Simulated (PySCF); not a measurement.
## Working out the electron affinity of K

K⁻ [Ar] 4s2 (1S) → K [Ar] 4s1 (2S). All numbers are calculated (PySCF 2.14, scalar relativity by spin-free X2C-1e, in x2c-TZVPPall with one added diffuse shell each of s, p, d type (7s5p4d, 42 functions)). Frozen: [Ne]. Energies in hartree (1 hartree = 27.21139 eV):

```tsv
part	K⁻ (lower)	K (upper)
UHF	-601.446279	-601.449423
MP2 opposite-spin	-0.127059	-0.113527
MP2 same-spin	-0.046787	-0.046062
```

Problem. What does Hartree-Fock give?

Solution. (-601.449423) − (-601.446279) = -0.003144 hartree = -0.086 eV.

Problem. What do MP2 and SCS-MP2 (6/5 opposite-spin, 1/3 same-spin) give?

Solution. The opposite-spin parts differ by 0.368 eV and the same-spin parts by 0.020 eV. MP2: -0.086 + (0.368) + (0.020) = 0.302 eV. SCS-MP2: -0.086 + 1.2 × (0.368) + (0.020)/3 = 0.362 eV.

A first-order spin-orbit estimate adds 0.000 eV to MP2 (valence and next inner shell), giving 0.302 eV against 0.501 eV (measured; photodetachment measurements, as compiled on the Wikipedia data page of electron affinities).

What remains against the reference includes basis incompleteness, the frozen core and correlation beyond second order.
